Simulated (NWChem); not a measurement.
# Correlation energy of F2Mg

SMILES: [F][Mg][F]
```xyz
3

Mg     0.0000     0.0000     0.0000
F      0.0000     0.0000     1.7682
F      0.0000     0.0000    -1.7682
```
Charge 0, spin multiplicity 1.

Program: NWChem. All single points use one geometry, from PBE/def2-SVP, a minimum by its harmonic frequencies.

Basis set: cc-pVDZ. Each correlation energy counts from its own Hartree-Fock reference.

The correlated methods keep 7 core orbitals frozen. The structure started from a generated list of species. Coupled-cluster values serve here as a point of comparison, not as the truth.

Task: One of these methods gave a correlation energy of -412.4 mHa. Which?
(A) SCS-MP2
(B) MP2
(C) CCSD+T(CCSD)
(D) CCSD(T)

Result: B, MP2. The others give -396.4 (SCS-MP2), -420.7 (CCSD+T(CCSD)), -419.1 (CCSD(T)).
